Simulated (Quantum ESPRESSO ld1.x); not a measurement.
Results of a calculation; reference values are marked as such.
Q: These are the eigenvalues of the occupied orbitals of an atom or ion with whole-number occupations (hartree). Level of theory: scalar-relativistic Kohn-Sham, LDA (Slater exchange, VWN5 correlation), spin-polarised, spherical densities, point nucleus (ld1.x of Quantum ESPRESSO 7.5).

orbital  eigenvalue
1s up      -888.497
1s down    -888.497
2s up      -131.078
2s down    -131.057
2p up      -117.754
2p down    -117.738
3s up      -24.8706
3s down    -24.8560
3p up      -20.4925
3p down    -20.4767
3d up      -13.5192
3d down    -13.4983
4s up      -4.66982
4s down    -4.58792
4p up      -3.40069
4p down    -3.31693
4d up      -1.57380
4d down    -1.49341

Which element is it, and in what charge state? The configuration may be excited. Open shells, if any, are filled with parallel spins first.

A: Z = 46, palladium, charge +3: Pd3+ in [Kr] 4d7. The list shows which subshells hold electrons but not how many an open one holds; the 1s level, -888.5 hartree, gives Z - s = 42.2 by -(Z - s)^2/2, which with screening and relativity narrows Z to a few neighbours, and the depths of the outer levels then fix element, charge and occupations together.
